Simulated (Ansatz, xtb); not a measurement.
C2H7BO2: which of two conformers lies lower

Structure X is `CCB(O)O`, a singlet and structure Y is `CCB(O)O`, a singlet. Both are isolated molecules in the gas phase, relaxed with PBE0-D3(BJ)/def2-SVP.

X (Å):

```xyz
12

C    -0.3781   -1.0372    1.1578
C     0.8161   -0.4136    0.4460
B     0.7319    1.1442    0.1905
O     1.7661    1.7625   -0.4405
O    -0.3318    1.9154    0.5709
H    -0.2600   -2.1216    1.3062
H    -0.5331   -0.5986    2.1586
H    -1.3128   -0.8985    0.5878
H     0.9826   -0.8986   -0.5322
H     1.7473   -0.6045    1.0085
H     1.6001    2.7068   -0.5384
H    -1.0191    1.4054    1.0091
```

Y (Å):

```xyz
12

C    -0.4792    1.4043    0.5207
C     0.8929    1.0114   -0.0089
B     1.0906   -0.5140   -0.3452
O     0.0492   -1.3768   -0.1474
O     2.3085   -0.9116   -0.8252
H    -0.7201    0.8649    1.4498
H    -1.2734    1.1576   -0.2007
H    -0.5472    2.4825    0.7347
H     1.1406    1.5821   -0.9226
H     1.6868    1.2935    0.7067
H     0.2282   -2.2951   -0.3700
H     2.3873   -1.8503   -1.0176
```

**Question.** Estimate which is lower in electronic energy at CCSD(T)/def2-SVP + ΔMP2/def2-TZVPP, and by roughly how much.

**Answer.** The CCSD(T)/def2-SVP + ΔMP2/def2-TZVPP calculation puts structure X lower, by 3.0 kcal/mol.

How the difference moves with the method:

```tsv
level	geometry	E(Y) − E(X) (kcal/mol)	departure from the last row (kcal/mol)	job, with rough time for the two
PBE0-D3(BJ)/def2-SVP	PBE0-D3(BJ)/def2-SVP	+3.5	+0.5	optimisation, 67 s
HF/def2-SVP	PBE0-D3(BJ)/def2-SVP	+2.9	0.0	part of the CCSD(T) run
MP2/def2-SVP	PBE0-D3(BJ)/def2-SVP	+3.2	+0.2	part of the CCSD(T) run
CCSD(T)/def2-SVP	PBE0-D3(BJ)/def2-SVP	+3.1	+0.2	single point
CCSD(T)/def2-SVP + ΔMP2/def2-TZVPP	PBE0-D3(BJ)/def2-SVP	+3.0		single point, 23 s
```

None of the levels shown reverses the order. The largest departure from CCSD(T)/def2-SVP + ΔMP2/def2-TZVPP is that of PBE0-D3(BJ)/def2-SVP, 0.5 kcal/mol. Levels run at GFN2-xTB geometries aren't shown. The last row adds to CCSD(T) the change of the MP2 difference between the two basis sets, here −0.2 kcal/mol.

With harmonic frequencies from PBE0-D3(BJ)/def2-SVP (ideal gas, rigid rotor, one conformer each, 298.15 K, 1 atm): on the last row, ΔE + ΔZPE = +2.7 kcal/mol. A mode under 50 cm⁻¹ makes harmonic enthalpies and free energies unreliable, so none is given.

The correlated steps freeze 5 core orbitals. Run with Ansatz 0.2.0; the last row on 2 threads of Arm Neoverse V2 on a shared host.
